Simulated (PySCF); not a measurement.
Computed shifts of a molecule C₂H₈O₂Si, PySCF with PBE/pcSseg-1, GIAO, gas phase, atoms alike by connectivity averaged where their shifts nearly agree, in ppm (number of nuclei): ¹³C: 68.3 (1), 22.4 (1). ²⁹Si: -14.5 (1). ¹H: 5.36 (1), 4.96 (1), 3.82 (1), 1.92 (1), 1.59 (3), -0.72 (1). References: ¹³C against TMS (σ = 182.0 ppm); ¹⁷O against H2O (σ = 334.3 ppm); ²⁹Si against TMS (σ = 335.4 ppm); ¹H against TMS (σ = 31.49 ppm), references at their B3LYP-D3(BJ)/def2-TZVP geometries, non-relativistic. Coordinates come from a B3LYP-D3(BJ)/def2-SVP optimisation. Other conformers were not sampled.

Q: Which structure fits?
A. C[C@H](O)[SiH2]O
B. COC[SiH2]O
C. COCO[SiH3]
D. C[Si@H](O)CO

A: A, C[C@H](O)[SiH2]O
